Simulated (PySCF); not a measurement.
SiCl2FI, SMILES I[Si](F)(Cl)Cl. Coordinates come from a PBE-D3(BJ)/def2-SVP optimisation. This is a generated structure with no PubChem entry under its InChIKey; it may be hypothetical. The def2 effective core potentials stand for the cores of I; spin–orbit coupling is left out.

Level of theory: PBE-D3(BJ)/def2-SVP (PySCF).

Harmonic wavenumbers (cm⁻¹): 115, 129, 193, 200, 247, 354, 547, 618, 899. Rotational constants (GHz): 1.752, 0.7834, 0.6682; symmetry number 1.

Task: Work out the zero-point energy and the ideal-gas rigid-rotor harmonic-oscillator thermochemistry at 298.15 K and 1 atm.

Result: ZPE = ½ Σ hcν = ½ × 3302 cm⁻¹ = 4.72 kcal/mol. H − E(el) = 9.45 kcal/mol. Entropy in cal/(mol K): translation 42.39, rotation 30.24, vibration 14.49, total 87.11. G − E(el) = -16.52 kcal/mol. Cp = 21.48 cal/(mol K). Modes under 150 cm⁻¹ make the vibrational entropy uncertain.
